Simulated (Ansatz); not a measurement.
The first iterations of a band of C2H7BSeSi (12 atoms, charge 0, multiplicity 1).

The calculation used RKS PBE0/def2-SVP (Ansatz).

```json
{"movable images": "7", "climbing image": "yes", "spring": "5.0 eV/Å²", "optimiser": "quadratic models (default)", "start path": "through a guess of the saddle point", "force threshold": "0.05 eV/Å", "iteration limit": "54", "end points": "relaxed"}
```

Image 0:

```xyz
12
Properties=species:S:1:pos:R:3
B -0.734 1.464 -0.287
C -0.204 0.030 0.057
Si 1.384 -0.368 0.984
C -1.012 -0.998 -0.614
Se -0.023 0.105 -1.935
H -1.922 1.608 -0.474
H -0.009 2.419 -0.132
H 2.386 0.710 0.756
H 1.919 -1.686 0.522
H 1.077 -0.462 2.446
H -0.696 -2.048 -0.589
H -2.091 -0.830 -0.700
```

Image 8:

```xyz
12
Properties=species:S:1:pos:R:3
B -0.733 1.464 -0.287
C -0.205 0.030 0.057
Si 1.383 -0.368 0.984
C -1.012 -0.998 -0.614
Se -0.022 0.104 -1.934
H -0.006 2.418 -0.129
H -1.921 1.611 -0.474
H 2.384 0.711 0.755
H 1.920 -1.686 0.522
H 1.076 -0.462 2.445
H -0.696 -2.048 -0.589
H -2.092 -0.831 -0.701
```

| iteration | highest image above the first end (eV) | largest band force component (eV/Å) |
| --- | --- | --- |
| 1 | 3.921 | 12.333 |
| 2 | 1.336 | 3.382 |

**Question.** Does the band converge within its limit, and where does its top end?

**Answer.** It converged. It ended after 8 iterations with the highest image 0.674 eV above the first end. A vibrational analysis at the climbing image gives one clearly imaginary mode, 233i cm⁻¹: a first-order saddle point.

The run took 3.4 min on 2 threads of AMD EPYC 7R13 Processor (Zen 3), on a shared host, peak memory 0.36 GiB.
